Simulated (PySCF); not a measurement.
# What settings do to a single point of [TlH]2+

The sound run of [TlH]2+ (singlet) uses PySCF 2.14.0, RKS r2SCAN, Tl def2-SVP with ECP60, H def2-SVP; non-relativistic Hamiltonian with scalar-relativistic core potentials where named; density fitting; no spin-orbit coupling, grid (50, 194), threshold 1e-8 Eh and 55 cycles, at the relaxed geometry:

```xyz
2

Tl    0.0000    0.0000    0.0865
H     0.0000    0.0000    1.8642
```

There Tl1 has a Mulliken charge of 1.53 e and the dipole about the centre of mass is 1.71 D. Each run below changes one thing and starts from free metal ions and neutral atoms unless it says otherwise; with 55 cycles, smearing, a level shift and second-order steps follow where DIIS fails, and their cycles count. Energy shifts count from the sound run.

| change | outcome | cycles | energy shift (eV) | largest force component (eV/Å) | charge on Tl1 (e) | dipole about the centre of mass (D) |
| --- | --- | --- | --- | --- | --- | --- |
| threshold 0.0001 | converged | 6 | 0.0000 | 0.00 | 1.53 | 1.72 |
| grid (15, 26) | converged | 8 | 2.80 | 0.74 | 1.53 | 1.82 |
| H2 put 0.5 Å from Tl1, limit 97 cycles | converged | 6 | 150.76 | 870.91 | 1.16 | 0.29 |
| all coordinates × 1.12 | converged | 8 | 0.11 | 0.81 | 1.47 | 2.83 |

(1) How does the run with this change end: start from a density of up to 30 smeared cycles (not counted)?

Unsound on purpose, so not properties of the compound: grid (15, 26); H2 put 0.5 Å from Tl1, limit 97 cycles.

Forces carry noise of the integration grid, about 0.01 to 0.03 eV/Å.

No frequency check is given that shows the relaxed geometry to be a minimum.

Answers

(1) outcome converged, cycles 5, energy shift (eV) 0.0000, largest force component (eV/Å) 0.00, charge on Tl1 (e) 1.53, dipole about the centre of mass (D) 1.72.
